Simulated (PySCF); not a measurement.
## From computed data to an observable: dipole moment from atomic charges

CH₄BeS₂, SMILES C[S][Be][SH]. Atoms are numbered in the order given.

```xyz
8

Be    -0.1979     0.3200     0.4005
S     -1.8204     1.2420     0.7847
H     -2.3665     0.1623     1.3923
S      1.4266    -0.5779     0.0131
C      1.0669    -1.2891    -1.6386
H      0.2769    -2.0494    -1.5834
H      1.9923    -1.7704    -1.9817
H      0.7883    -0.5126    -2.3627
```

Geometry: PBE0-D3(BJ)/def2-SVP. One conformer was computed; it need not be the lowest.

Charges (e) from ωB97X/def2-TZVPD (PySCF):

```
atom  ESP fit     IAO
----  -------  ------
Be1     0.475   1.406
S2     -0.377  -0.806
H3      0.146   0.100
S4     -0.317  -0.686
C5     -0.461  -0.488
H6      0.147   0.155
H7      0.218   0.165
H8      0.170   0.155
```

The dipole moment of the full density is 1.69 D.

Q: What dipole moment does each set of point charges give, and which comes closer to that of the density?

A: 
μ = Σ q r, and 1 e Å = 4.8032 D.
ESP fit: Σ q r = (-0.088, -0.289, -0.218) e Å, |μ| = 1.79 D.
IAO: Σ q r = (-0.053, -0.199, -0.078) e Å, |μ| = 1.06 D.
ESP fit comes closer in size. Point charges leave out the atoms' own dipoles (lone pairs, polarised bonds); fits to the potential absorb them, partitions of the density don't.
